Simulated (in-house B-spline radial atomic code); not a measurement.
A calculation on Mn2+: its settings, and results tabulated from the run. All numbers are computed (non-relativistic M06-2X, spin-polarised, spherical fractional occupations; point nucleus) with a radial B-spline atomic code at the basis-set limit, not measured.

In the input, 3d5,1 would mean five up and one down electron.

Command:
```bash
python run_scf.py task.json out
```
Settings:
```
Z                25
configuration    1s2 2s2 2p6 3s2 3p6 3d3,2
hamiltonian      nr
method           m062x
spin_polarised   True
```

Output (hartree, bohr):
```
 radial grid: 48 intervals, B-splines of order 8, outer radius 25.5556 bohr

 iter        energy (Eh)    residual
    1       -1149.453893    7.33e-02
    2       -1149.466500    1.22e-02
    3       -1149.469604    2.17e-03
    4       -1149.469633    9.15e-04
    5       -1149.469638    1.02e-04
    6       -1149.469639    6.57e-05
    7       -1149.469639    2.38e-05
    8       -1149.469639    4.01e-06
    9       -1149.469639    2.87e-07
   10       -1149.469639    2.84e-08

 total energy                     -1149.46964
 kinetic                            1148.5300
 electron-nucleus                  -2715.6686
 Hartree                             468.5842
 exact exchange                      -26.6528
 exchange-correlation                -24.2624

 orbital      occ     eigenvalue          <r>       <r^2>       <1/r>     <1/r^3>       r_max
 1s up      1.000      -238.0174    0.0616222  0.00509211     24.5022           -     0.04051
 1s down    1.000      -238.0176    0.0616221  0.00509207     24.5023           -     0.04051
 2s up      1.000       -28.6663     0.282166   0.0939099     5.22724           -       0.235
 2s down    1.000       -28.6416     0.281882   0.0937036      5.2322           -      0.2349
 2p up      3.000       -24.7398     0.247547   0.0752647     5.18273     406.752      0.1889
 2p down    3.000       -24.7191     0.247242   0.0750497     5.18714     407.432      0.1888
 3s up      1.000        -4.1700     0.859486    0.851911     1.63549           -      0.7411
 3s down    1.000        -4.1220     0.860243    0.853173     1.63154           -      0.7408
 3p up      3.000        -2.9959     0.903229    0.960058     1.51602     49.1228      0.7509
 3p down    3.000        -2.9348      0.90529     0.96436      1.5103     48.5276       0.751
 3d up      3.000        -0.9783      1.14894     1.69861     1.15589     4.12224       0.761
 3d down    2.000        -0.8612      1.20048      1.8743     1.11977     3.86739      0.7723
```

Time taken, with all properties: 0.16 s on 1 thread of Arm Neoverse V2, with other jobs on the host.

Caution: exact exchange at fractional occupations of open shells leaves self-interaction of up to several eV.
